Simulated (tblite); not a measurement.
Run record: nudged-elastic-band run, `C#C[C@@H](F)[C@@H](C)CF`.

Computed with GFN2-xTB (tblite), gas phase: nudged elastic band of 9 images (0 to 8), spring 0.2 eV/Å², climbing image at the end, force threshold 0.05 eV/Å. The top image wasn't refined or checked by frequencies; at this threshold it can lie a kcal/mol or more above the true saddle point of the method. The command runs a driver script over a list of jobs; the input below is this job's line of settings and its coordinates in Å. «atoms» counts from 0 and names the dihedral (C3–C5–C7–F8 when counted from 1); «turn» is the rotation in degrees that makes the guess of the end point.

Command:
```bash
OMP_NUM_THREADS=1 python probes_run.py task.json out
```

Input:
```
{"job": {"kind": "neb", "xc": "GFN2-xTB", "basis": "xTB", "atoms": [2, 4, 6, 7], "turn": 120}, "charge": 0, "multiplicity": 1}
C      2.676038     0.436464    -0.057562
C      1.631468     0.290898     0.507848
C      0.363129     0.149153     1.201562
F      0.110852     1.288275     1.950118
C     -0.815530    -0.075636     0.235664
C     -0.921645     1.060542    -0.777031
C     -0.654052    -1.415383    -0.475678
F     -0.689581    -2.449769     0.428656
H      3.596171     0.548805    -0.549220
H      0.426150    -0.678754     1.923023
H     -1.725657    -0.109712     0.844753
H     -0.036759     1.089015    -1.409627
H     -1.800135     0.929718    -1.404206
H     -1.005011     2.011057    -0.255840
H      0.309582    -1.479665    -0.992233
H     -1.472618    -1.586062    -1.181639
```

Output:
```
image   E - E0 / eV
  0       0.0000
  1       0.0149
  2       0.0476
  3       0.0828
  4       0.1051
  5       0.1068
  6       0.0900
  7       0.0666
  8       0.0512
```

Question: Read off the barriers.

Answer: The highest image is 5: 0.107 eV (2.46 kcal/mol) above the start and 0.056 eV (1.28 kcal/mol) above the end. The band met its force threshold.

Question: Which dihedral does each image have?

Answer: 0: 63°, 1: 75°, 2: 89°, 3: 102°, 4: 115°, 5: 129°, 6: 142°, 7: 156°, 8: 171°.

Question: Give the geometry of the highest image and of the end point.

Answer: 
Image 5:
```
atom  x, y, z in Å
C1      2.667    0.557   -0.232
C2      1.661    0.374    0.390
C3      0.454    0.179    1.175
F4      0.204    1.305    1.941
C5     -0.774   -0.110    0.293
C6     -1.000    1.020   -0.709
C7     -0.609   -1.468   -0.399
F8     -1.721   -2.248   -0.203
H9      3.549    0.705   -0.780
H10     0.611   -0.641    1.891
H11    -1.640   -0.177    0.961
H12    -0.165    1.074   -1.404
H13    -1.917    0.856   -1.269
H14    -1.076    1.972   -0.190
H15     0.240   -2.031    0.004
H16    -0.491   -1.358   -1.481
```

Image 8:
```
atom  x, y, z in Å
C1      2.635    0.604   -0.357
C2      1.676    0.387    0.325
C3      0.509    0.187    1.168
F4      0.280    1.327    1.921
C5     -0.756   -0.128    0.353
C6     -1.046    0.975   -0.663
C7     -0.594   -1.480   -0.338
F8     -1.782   -1.862   -0.907
H9      3.479    0.772   -0.958
H10     0.713   -0.613    1.897
H11    -1.593   -0.197    1.056
H12    -0.223    1.065   -1.369
H13    -1.956    0.742   -1.209
H14    -1.175    1.927   -0.155
H15    -0.319   -2.270    0.370
H16     0.145   -1.428   -1.145
```

On one thread, Arm Neoverse V1, on a shared host, this took 2.8 s.
